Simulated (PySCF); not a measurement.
C3H12N2Si2.
SMILES with atom numbers: `[SiH3:1][NH:2][C@H:3]1[CH2:4][NH:5][CH2:6][SiH2:7]1`

Geometry (GFN2-xTB, Å), atoms numbered from 1 in this order:
```
atom  x, y, z in Å
Si1    2.800    0.497   -0.203
N2     1.313   -0.274    0.175
C3     0.166   -0.274   -0.726
C4    -0.823   -1.389   -0.340
N5    -1.649   -0.993    0.783
C6    -2.243    0.309    0.477
Si7   -0.894    1.309   -0.464
H8     3.633    0.243    0.971
H9     2.505    1.915   -0.410
H10    3.468   -0.015   -1.412
H11    1.381   -1.141    0.689
H12    0.495   -0.430   -1.762
H13   -0.303   -2.321   -0.095
H14   -1.490   -1.583   -1.185
H15   -1.054   -0.896    1.602
H16   -2.603    0.766    1.397
H17   -3.116    0.126   -0.155
H18   -0.226    2.284    0.392
H19   -1.369    1.877   -1.726
```

Probes without a nucleus sit at each ring's centroid and 1 Å off its mean plane on both sides; NICS is minus the shielding there, NICSzz its component along the normal. Level: GIAO PBE0/pcSseg-1 (PySCF, non-relativistic, gas phase) on the GFN2-xTB geometry, one conformer.

Ring bond lengths (Å), with Mayer bond orders in brackets: C3–C4 1.540 (1.00), C4–N5 1.449 (1.01), N5–C6 1.464 (0.97), C6–Si7 1.924 (0.91), Si7–C3 1.923 (0.85).

Question: Give the NICS values of each ring in ppm.

Answer: 
```
           ring                                                    type  NICS(0)  NICS(1), two faces  NICS(1)zz, two faces  rms pucker (Å)  centre to ring atoms, mean (Å)
C3–C4–N5–C6–Si7  5-membered ring with N and Si; formal bonds all single     -4.6         -4.5 / -3.4           -6.4 / -3.5            0.18                            1.38
```

Question: What can be read from them?

Answer: 
- C3–C4–N5–C6–Si7: mean NICS(1)zz -5.0 ppm, shielded. C3, C4, C6, Si7 have four or more neighbours, and the NICS criterion for π rings isn't applied.

Question: At the second NICS(1) probe listed for ring C3–C4–N5–C6–Si7, 1 Å off the ring, what do the in-plane components average?

Answer: The isotropic value is a third of the trace: (3 × -3.4 − (-3.5))/2 = -3.3 ppm.

Question: Give the inner angles of the rings and the Hirshfeld charges of the ring atoms.

Answer: 
- C3–C4–N5–C6–Si7: C3 102.0° (-0.074 e), C4 111.3° (-0.031 e), N5 108.2° (-0.174 e), C6 106.3° (-0.118 e), Si7 91.5° (+0.316 e); sum 519.2° against 540° for a flat convex ring.
